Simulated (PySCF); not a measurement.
Isomers of C7H7ClS.

All values: PBE0/def2-SVPD (PySCF) at GFN2-xTB geometries, gas phase, one conformer each. Core orbitals are frozen in the response; Δα² is half the sum of the squared differences of the principal polarisabilities.

Task: Rank by dipole moment, highest first.
A. `[Cl:1][c:2]1[s:3][cH:4][cH:5][c:6]1[CH:7]1[CH2:8][CH2:9]1` with C5–C6–C7–C8 -102°
B. `[CH:1]#[C:2][C@@H:3]1[CH2:4][CH2:5][C@@H:6]([Cl:7])[C:8]1=[S:9]` with C2–C3–C4–C5 -87°, C3–C4–C5–C6 -39°, C4–C5–C6–Cl7 -81°, C5–C6–C8–S9 163°
C. `[CH3:1][S:2][c:3]1[cH:4][cH:5][cH:6][c:7]([Cl:8])[cH:9]1` with C1–S2–C3–C4 180° (3-chlorothioanisole)

Result: B (2.98 D), A (1.75 D), C (0.99 D).

Task: Rank by HOMO–LUMO gap, highest first.
A. `[CH2:1]=[CH:2][c:3]1[s:4][cH:5][c:6]([CH3:7])[c:8]1[Cl:9]` with C1–C2–C3–S4 0°
B. `[CH:1]#[C:2][C@@H:3]1[CH2:4][CH2:5][C@@H:6]([Cl:7])[C:8]1=[S:9]` with C2–C3–C4–C5 -87°, C3–C4–C5–C6 -39°, C4–C5–C6–Cl7 -81°, C5–C6–C8–S9 163°
C. `[CH3:1][S:2][c:3]1[cH:4][cH:5][cH:6][c:7]([Cl:8])[cH:9]1` with C1–S2–C3–C4 180°
D. `[Cl:1][c:2]1[s:3][cH:4][cH:5][c:6]1[CH:7]1[CH2:8][CH2:9]1` with C5–C6–C7–C8 -102°

Result: D (5.90 eV), C (5.66 eV), A (4.92 eV), B (3.94 eV).

All values together:

| SMILES | μ (D) | HOMO (eV) | LUMO (eV) | α (Å³) | Δα (Å³) |
| --- | --- | --- | --- | --- | --- |
| C=Cc1scc(C)c1Cl | 1.12 | -6.39 | -1.47 | 17.59 | 11.81 |
| CSc1cccc(Cl)c1 | 0.99 | -6.32 | -0.67 | 17.52 | 11.09 |
| C#C[C@@H]1CC[C@@H](Cl)C1=S | 2.98 | -6.73 | -2.79 | 16.37 | 5.78 |
| Clc1sccc1C1CC1 | 1.75 | -6.63 | -0.73 | 16.07 | 7.47 |

Conformers: `[CH2:1]=[CH:2][c:3]1[s:4][cH:5][c:6]([CH3:7])[c:8]1[Cl:9]` with C1–C2–C3–S4 0°; `[CH3:1][S:2][c:3]1[cH:4][cH:5][cH:6][c:7]([Cl:8])[cH:9]1` with C1–S2–C3–C4 180°; `[CH:1]#[C:2][C@@H:3]1[CH2:4][CH2:5][C@@H:6]([Cl:7])[C:8]1=[S:9]` with C2–C3–C4–C5 -87°, C3–C4–C5–C6 -39°, C4–C5–C6–Cl7 -81°, C5–C6–C8–S9 163°; `[Cl:1][c:2]1[s:3][cH:4][cH:5][c:6]1[CH:7]1[CH2:8][CH2:9]1` with C5–C6–C7–C8 -102°.
